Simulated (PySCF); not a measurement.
trichloro(fluoromethyl)silane (CH2Cl3FSi), SMILES FC[Si](Cl)(Cl)Cl.

Coordinates come from a B3LYP-D3(BJ)/def2-SVP optimisation. Other conformers were not sampled.

All values below come from TDDFT-PBE/def2-SVPD (PySCF).

Vertical excitations. Gas-phase values at a fixed geometry. State labels are in the subgroup Cs.

Computed lowest excited states:
```
state  symmetry  energy (eV)  λ (nm)      f                            main pairs
-----  --------  -----------  ------  -----  ------------------------------------
S1           A'         6.40     194  0.039                        HOMO→LUMO 98 %
S2           A"         6.63     187  0.000                      HOMO−1→LUMO 99 %
S3           A'         6.83     181  0.006                      HOMO→LUMO+1 93 %
S4           A"         6.88     180  0.001  HOMO−2→LUMO 55 %, HOMO−1→LUMO+1 43 %
S5           A"         7.05     176  0.028  HOMO−1→LUMO+1 48 %, HOMO−2→LUMO 36 %
S6           A'         7.08     175  0.041                      HOMO−3→LUMO 85 %
S7           A"         7.20     172  0.001                    HOMO−2→LUMO+1 92 %
S8           A"         7.29     170  0.006                      HOMO−4→LUMO 95 %
S9           A'         7.38     168  0.020                    HOMO−3→LUMO+1 89 %
S10          A"         7.42     167  0.004    HOMO→LUMO+2 75 %, HOMO−6→LUMO 23 %
T1           A'         6.11     203      0                        HOMO→LUMO 99 %
T2           A"         6.33     196      0                      HOMO−1→LUMO 99 %
T3           A'         6.36     195      0                      HOMO→LUMO+1 98 %
T4           A"         6.57     189      0                      HOMO−2→LUMO 95 %
```
Triplets are in the Tamm–Dancoff approximation, which puts them higher than full response would, so one can lie above its singlet here.
